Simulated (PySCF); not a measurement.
# Orbital energies and ionisation energy

Species: C7H12BN.
Z-matrix (Å and degrees, PBE0-D3(BJ)/def2-SVP geometry), rows numbered from 1:
```
C 
N   1  1.4668
B   2  1.6404  1  115.33
C   3  1.6051  2  106.71  1   -65.28
C   4  1.4047  3  122.29  2   105.07
C   5  1.3956  4  121.95  3  -177.32
C   6  1.3942  5  120.07  4     0.34
C   7  1.3950  6  119.38  5    -0.49
C   8  1.3945  7  119.89  6     0.06
H   1  1.0999  2  111.82  3   178.01
H   1  1.0971  2  108.55  3   -60.62
H   1  1.0975  2  108.47  3    56.67
H   2  1.0209  1  110.52  3   121.86
H   2  1.0225  1  109.96  3  -121.28
H   3  1.2272  2  104.75  1    56.10
H   3  1.2283  2  103.84  1   174.57
H   5  1.0945  4  118.74  3     3.13
H   6  1.0936  5  120.02  4  -179.61
H   7  1.0932  6  120.33  5  -179.97
H   8  1.0937  7  119.98  6  -179.15
H   9  1.0967  4  119.11  3    -4.43
```

Level: PBE0/def2-SVPD (PySCF). Frontier orbitals with their largest atomic shares (Löwdin; up to four atoms above 4 %):

```tsv
orbital	ε (eV)	main atoms
HOMO−3	-7.95	B3 25 %, C4 25 %, H16 9 %, C5 8 %
HOMO−2	-7.85	B3 36 %, H15 25 %, H16 14 %, C4 7 %
HOMO−1	-6.85	C6 20 %, C8 20 %, C5 20 %, C9 20 %
HOMO	-6.62	?
LUMO	-0.17	H13 14 %, B3 13 %, C1 9 %, H14 9 %
LUMO+1	0.07	C6 20 %, C9 20 %, C8 12 %, C5 11 %
LUMO+2	0.29	C8 12 %, C4 12 %, C5 11 %, C7 11 %
```

Task: What vertical ionisation energy does ΔSCF give, and how far is −ε(HOMO) from it?

Result: ΔSCF: 8.35 eV (806 kJ/mol; threshold wavelength 148 nm); ⟨S²⟩ of the doublet left behind is 0.765, against 0.75 for a pure doublet. −ε(HOMO) is 6.62 eV, 1.73 eV below it. For the exact functional −ε(HOMO) would equal the first vertical ionisation energy; PBE0 (global hybrid, 25 % exact exchange) falls short of its own ΔSCF value by 21 %.

Task: On which atoms does the HOMO lie?

Result: C4 (substituted aromatic carbon) 22 %, C7 (aromatic CH carbon) 22 %, C5 (aromatic CH carbon) 11 %, C9 (aromatic CH carbon) 11 %, so no atom holds as much as 40 %. The HOMO−1 lies 0.23 eV lower.

Task: How many of the 10 lowest singlet excitations (vertical TDDFT, same level) lie below the ionisation energy?

Result: All 10; they run from 5.31 to 6.85 eV.

Task: Shift the occupied levels rigidly so that −ε(HOMO) equals the ΔSCF value. What binding energies result?

Result: The shift is +1.73 eV: HOMO 8.35, HOMO−1 8.58, HOMO−2 9.58, HOMO−3 9.68 eV. A rigid shift is only a rough guide to the deeper ionisations.

Geometry: PBE0-D3(BJ)/def2-SVP, one conformer, isolated molecule.
